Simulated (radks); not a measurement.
All-electron atom: Sn4+ in [Kr] 4d10 (the NIST ground configuration).

Method: scalar-relativistic Kohn-Sham, PBE, spin-polarised, spherical densities, point nucleus; computed with a radial shooting solver on a logarithmic mesh with Libxc functionals.

Energy parts (hartree):
part                        energy
total                  -6173.78743
kinetic                 6446.13366
electron-nucleus      -14857.42713
Hartree                 2401.17944
exchange-correlation    -163.67340

Orbitals (lengths in bohr, moments of r in powers of bohr; <r^-3> diverges for s and p1/2; r(max) is where P^2 peaks):
orbital	occ.	eigenvalue (hartree)	<r^-3>	r(max)
1s	2	-1067.843	-	0.01877
2s	2	-162.5363	-	0.1061
2p	6	-146.0682	4697	0.08494
3s	2	-32.62995	-	0.3075
3p	6	-27.24844	869.7	0.3009
3d	10	-18.96509	119.6	0.2511
4s	2	-6.48002	-	0.7455
4p	6	-4.85240	157.0	0.7883
4d	10	-2.48741	15.07	0.8841

The highest occupied level is 4d at -67.686 eV. The density falls to 0.001 e/bohr^3 at r = 2.77 bohr.
